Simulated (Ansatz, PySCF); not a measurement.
SbF₅, SMILES [F][Sb]([F])([F])([F])[F]. Atoms are numbered in the order given.

```xyz
6

Sb     0.0000     0.0000    -0.0033
F      0.0000     1.9043    -0.0038
F      0.0000    -1.9043    -0.0038
F      1.6401     0.0000     0.9448
F      0.0000     0.0000    -1.8978
F     -1.6401     0.0000     0.9448
```

The structure is a stationary point at B3LYP-D3(BJ)/def2-SVP. The isomer is the one that the SMILES or the coordinates give; other isomers of the formula were not compared. The def2 effective core potentials stand for the cores of Sb; spin–orbit coupling is left out.

Two levels are set side by side: PBE-D3(BJ)/def2-SVP (Ansatz, a program for electronic structure) and B3LYP-D3(BJ)/def2-SVP (Ansatz). Each level has its own optimised geometry; the coordinates shown are those of the second. Frequencies come from the Hessian of PySCF at each geometry. Differences are taken from unrounded values.

```json
[
 {"quantity": "mean bond length (Å)", "B3LYP-D3(BJ)": "1.898"},
 {"quantity": "bond Sb1–F2 (Å)", "B3LYP-D3(BJ)": "1.904"},
 {"quantity": "bond Sb1–F3 (Å)", "B3LYP-D3(BJ)": "1.904"},
 {"quantity": "bond Sb1–F4 (Å)", "B3LYP-D3(BJ)": "1.894"},
 {"quantity": "bond Sb1–F5 (Å)", "B3LYP-D3(BJ)": "1.894"},
 {"quantity": "bond Sb1–F6 (Å)", "B3LYP-D3(BJ)": "1.894"},
 {"quantity": "highest harmonic wavenumber (cm⁻¹)", "B3LYP-D3(BJ)": "707"},
 {"quantity": "mean harmonic wavenumber (cm⁻¹)", "B3LYP-D3(BJ)": "401"},
 {"quantity": "zero-point energy (kcal/mol)", "B3LYP-D3(BJ)": "6.88"}
]
```

### Question
What does PBE-D3(BJ) give, and how far is it from B3LYP-D3(BJ)? (An estimate is asked for; the answer gives what the named calculation found.)

### Answer

```csv
quantity,PBE-D3(BJ),PBE-D3(BJ) minus B3LYP-D3(BJ)
mean bond length (Å),1.917,0.019
bond Sb1–F2 (Å),1.922,0.018
bond Sb1–F3 (Å),1.922,0.018
bond Sb1–F4 (Å),1.914,0.019
bond Sb1–F5 (Å),1.914,0.019
bond Sb1–F6 (Å),1.914,0.019
highest harmonic wavenumber (cm⁻¹),676,-31
mean harmonic wavenumber (cm⁻¹),382,-19
zero-point energy (kcal/mol),6.55,-0.33
```

Exact exchange shortens and stiffens bonds; PBE has none. Differences between two approximate levels are no errors against the true value.
